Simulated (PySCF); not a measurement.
# Relaxation of singlet SnOI₂

Level of theory: PBE0/[Sn def2-SVP with ECP28, O def2-SVP, I def2-SVP with ECP28], scalar-relativistic core potentials, density fitting, no spin–orbit coupling, PySCF. A (50,194) grid was used.

A hand-made T-shaped (ligand arrangement 1) start, of Cs symmetry, held to at least that symmetry:

```xyz
4
charge 0 multiplicity 1, angstrom
Sn   -0.8117    0.0000   -0.9227
O    -2.6806    0.0000   -0.8574
I    -0.8117    0.0000    1.8073
I     1.9166    0.0000   -0.8274
```

Optimiser trace:
```json
{"step": "0", "E − E(last) (kJ/mol)": "124.96", "largest gradient (Eh/bohr)": "0.03782"}
{"step": "1", "E − E(last) (kJ/mol)": "79.15", "largest gradient (Eh/bohr)": "0.02778"}
{"step": "2", "E − E(last) (kJ/mol)": "29.72", "largest gradient (Eh/bohr)": "0.03550"}
{"step": "3", "E − E(last) (kJ/mol)": "9.80", "largest gradient (Eh/bohr)": "0.02003"}
{"step": "4", "E − E(last) (kJ/mol)": "1.64", "largest gradient (Eh/bohr)": "0.00377"}
{"step": "5", "E − E(last) (kJ/mol)": "1.20", "largest gradient (Eh/bohr)": "0.01353"}
{"step": "6", "E − E(last) (kJ/mol)": "0.04", "largest gradient (Eh/bohr)": "0.00166"}
{"step": "7", "E − E(last) (kJ/mol)": "0.01", "largest gradient (Eh/bohr)": "0.00047"}
{"step": "8", "E − E(last) (kJ/mol)": "0.00", "largest gradient (Eh/bohr)": "0.00030"}
{"step": "9", "E − E(last) (kJ/mol)": "0.00", "largest gradient (Eh/bohr)": "0.00026"}
```

It ends at C2v with Sn–I 2.672 Å (×2), Sn–O 1.839 Å; I–Sn–I 107.7°, I–Sn–O 126.2° (×2) (after a last refinement on a finer grid). The frequency run here used a shortcut that can spoil soft modes, so no verdict on minimum or saddle point is given.

Final geometry:
```xyz
4
charge 0 multiplicity 1, angstrom
Sn   -0.7790    0.0000   -0.5477
O    -2.2836    0.0000   -1.6057
I    -0.7303    0.0000    2.1239
I     1.7516    0.0000   -1.4058
```
